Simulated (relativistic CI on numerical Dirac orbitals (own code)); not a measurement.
## Os3+ (5d5) in a crystal field

Calculated by Dirac-Coulomb-Breit CI, orbitals from a KLI potential per configuration, model QED (radiative potential, 1s self-energy scaled to tabulated hydrogen-like ionisation energies), valence Slater integrals scaled by 0.65, one configuration in a parametric crystal field (own radial code).

Field parameters in Wybourne normalisation: D3d B²₀ = −7Dσ, B⁴₀ = −14Dq − 21Dτ, B⁴₃ = −14√(10/7) Dq; D4h B²₀ = −7Ds, B⁴₀ = 21(Dq − Dt), B⁴₄ = 21√(5/14) Dq; Oh B⁴₀ = 21Dq, B⁴₄ = √(5/14) B⁴₀; Td as Oh with Dq negative (B⁴₀ = 21Dq, B⁴₄ = √(5/14) B⁴₀). The field is a parameter set, without covalency.

S is read from ⟨S²⟩ = S(S + 1).

Powder χT (cm³ K mol⁻¹) by Van Vleck's formula, with temperature-independent terms:

| Field | 2 K | 5 K | 10 K | 20 K | 50 K | 100 K | 200 K | 300 K |
| --- | --- | --- | --- | --- | --- | --- | --- | --- |
| D3d, 10Dq = 14700, Dσ = -700, Dτ = 460 cm⁻¹ | 0.564 | 0.565 | 0.567 | 0.57 | 0.58 | 0.597 | 0.63 | 0.663 |
| D3d, 10Dq = 23100, Dσ = 1000, Dτ = -70 cm⁻¹ | 0.451 | 0.452 | 0.454 | 0.457 | 0.465 | 0.479 | 0.507 | 0.535 |
| D3d, 10Dq = 25150, Dσ = -890, Dτ = -170 cm⁻¹ | 0.44 | 0.441 | 0.442 | 0.445 | 0.452 | 0.465 | 0.491 | 0.517 |
| D3d, 10Dq = 28300, Dσ = -420, Dτ = 90 cm⁻¹ | 0.451 | 0.452 | 0.453 | 0.455 | 0.463 | 0.476 | 0.502 | 0.528 |
| D3d, 10Dq = 33200, Dσ = -710, Dτ = 210 cm⁻¹ | 0.446 | 0.447 | 0.448 | 0.451 | 0.458 | 0.47 | 0.495 | 0.52 |
| D4h, 10Dq = 13100, Ds = 1350, Dt = 240 cm⁻¹ | 0.613 | 0.616 | 0.622 | 0.633 | 0.668 | 0.725 | 0.84 | 0.954 |
| Oh, 10Dq = 29400 cm⁻¹ | 0.45 | 0.45 | 0.452 | 0.454 | 0.462 | 0.475 | 0.501 | 0.527 |
| Td, 10Dq = -18050 cm⁻¹ | 0.198 | 0.199 | 0.201 | 0.205 | 0.218 | 0.238 | 0.28 | 0.321 |

Task: For D3d, 10Dq = 25150, Dσ = -890, Dτ = -170 cm⁻¹: what effective moment follows at 300 K?

Result: μ_eff = √(8χT) = 2.03 μB. The ground level has S = 0.65; the spin-only moment for S = 1/2 is 1.73 μB. The difference comes from the orbital moment, spin-orbit mixing of terms and temperature-independent paramagnetism, all larger in this ionic model than in covalent complexes.
